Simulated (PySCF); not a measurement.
C2H4FNOSi, SMILES O=C/N=C/[SiH2]F. Atoms are numbered in the order given.

```xyz
10

O      2.8833    -0.8072     0.6089
C      2.4533     0.0637    -0.1025
N      1.1362     0.5450    -0.0637
C      0.1331    -0.2309    -0.2074
Si    -1.5861     0.5391    -0.0183
F     -2.6856    -0.6565    -0.1384
H      3.0845     0.6321    -0.8263
H      0.2758    -1.3081    -0.4380
H     -1.8190     1.5093    -1.1174
H     -1.7030     1.1730     1.3176
```

The structure is a stationary point at B3LYP-D3(BJ)/def2-SVP. The structure was generated by enumeration; whether it is a known compound was not checked. The values are those of a single conformer.

These are PySCF with SMD-M06-2X/6-31G* values and carry that method's errors.

Solvation free energies are E(SMD) − E(gas) at the gas-phase geometry, for 1 M in both phases. In vacuum the dipole moment is 2.13 D.

```tsv
solvent	ΔG(solv) (kcal/mol)	its non-electrostatic (CDS) part	dipole (D)
water	-2.9	5.0	2.85
toluene	-2.8	-0.2	2.31
chloroform	-3.5	1.0	2.45
```
